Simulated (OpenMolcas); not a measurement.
## Pt2+: ligand-field states by method

Pt2+ with 5 ligands (fluoride, chloride on the axis) in trigonal bipyramidal coordination (D3h) at 2.04 Å, the axial distance 2.495 Å. A charge of +0.6 e stands 2.4 Å behind each ligand. Ligand basis ANO-RCC-VDZP.

```json
{
 "Program": "OpenMolcas",
 "Basis": "ANO-RCC-VDZP [7s6p4d2f]",
 "Scalar Hamiltonian": "DKH2, point nucleus",
 "Active space": "8 electrons in 5 orbitals (5d)",
 "State averaging": "2S+1 = 3 even, 10 roots; 2S+1 = 1 even, 15 roots",
 "Spin-orbit coupling": "state interaction with AMFI integrals over the reference wave functions"
}
```

I. CASSCF
II. SS-CASPT2, IPEA 0.25 Eh, imaginary shift 0.1 Eh (the 37 lowest orbitals frozen, all others correlated)

Spin-free states (labels of D3, the rotations of D3h) in cm-1, each column counted from its own energy of the first state listed:

| State | Degeneracy | I | II |
| --- | --- | --- | --- |
| 3E | 2 | 0 | 0 |
| 3A2 | 1 | 10073 | 9560 |
| 3E | 2 | 10077 | 10880 |
| 1A1 | 1 | 10450 | 7310 |
| 1E | 2 | 10719 | 7620 |
| 3A1 | 1 | 11382 | 12440 |
| 3A2 | 1 | 11613 | 12550 |
| 1E | 2 | 18025 | 15070 |
| 1E | 2 | 21052 | 18960 |
| 3E | 2 | 21216 | 19940 |
| 1A1 | 1 | 22226 | 18090 |
| 3A2 | 1 | 24018 | 25500 |
| 1E | 2 | 24052 | 21850 |
| 1A1 | 1 | 26342 | 24560 |
| 1A2 | 1 | 26950 | 25080 |
| 1E | 2 | 33781 | 34000 |
| 1A1 | 1 | 50612 | 46220 |

From I to II, I's first state of the same spin (3A2) moves from 10073 to 9560 cm-1, by about -520 cm-1.

From I to II, I's first state of another spin (1A1) moves from 10450 to 7310 cm-1, by about -3100 cm-1.

χT at 300 K: I 1.80, II 1.80 cm3 K/mol.

The states above are spin-free; spin-orbit coupling is strong here and shifts and splits them by thousands of cm-1.

Roots that are degenerate in the reference are averaged as groups; the widest CASPT2 spread within a group is 160 cm-1 (the 2-fold group of multiplicity 3 near 0 cm-1 above the lowest state of its run, II). Shifts and gaps below about the spread of the groups concerned are not significant. Over all roots computed the reference weight is 0.70 to 0.71 in II; a low but even weight reflects the number of correlated electrons. An orbital doublet at a regular site is open to a Jahn-Teller distortion, which this geometry leaves out. Real 4d8 and 5d8 ions are as a rule square planar and diamagnetic. The least metal-like active orbital is 83 % on the metal (Löwdin) and no ligand orbital is active, so the numbers are rough. Ligand-to-metal charge-transfer states are missing. With no ligand orbital active B as a rule stays too high, so bands that hang on it stand too high and its fall with covalency is understated. Without dynamic correlation the repulsion within the d shell is too large (B by tens of per cent), so at a given field states of lower spin stand too high (holds for I). With metal d orbitals alone the field can be off either way by tens of per cent (holds for I). This shell can be high or low spin here, a state of another spin lies low, and with metal d orbitals alone active their balance is uncertain, so the ground spin may be wrong (holds for II). No measured value stands beside these numbers; the geometry is a model, was not optimised and need not be the one that this ion takes.
